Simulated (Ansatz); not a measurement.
System: H$_{6}$S (charge 0, singlet). 
Coordinates optimised at B3LYP-D3(BJ)/def2-TZVP (Ansatz, a program for electronic structure):
SMILES: [H][S@OH22]([H])([H])([H])([H])[H]
```xyz
7

S      0.0000     0.0000     0.0000
H      1.4140    -0.0061     0.0019
H     -1.4140     0.0061    -0.0019
H      0.0062     1.4140    -0.0126
H     -0.0062    -1.4140     0.0126
H     -0.0018     0.0126     1.4140
H      0.0018    -0.0126    -1.4140
```

Computed values are from Ansatz. Cores are frozen in the correlated levels unless marked. Open shells are spin-unrestricted. Spin-orbit coupling is left out. Non-relativistic. CBS marks a two-point X^-3 extrapolation of the correlation energy; Hartree-Fock from the larger set.

### Question
What is the atomisation energy De at CCSD(T)/CBS(cc-pV(T+d)Z,cc-pV(Q+d)Z)?

### Answer
293.4 kcal/mol.

### Question
What is the total energy at CCSD(T)/CBS(cc-pV(T+d)Z,cc-pV(Q+d)Z)?

### Answer
-401.1426 Eh.

### Question
What is the dipole moment at CCSD(T)/aug-cc-pV(D+d)Z?

### Answer
0.00 D.

### Question
What is the T1 diagnostic at CCSD/def2-QZVPP?

### Answer
0.008.
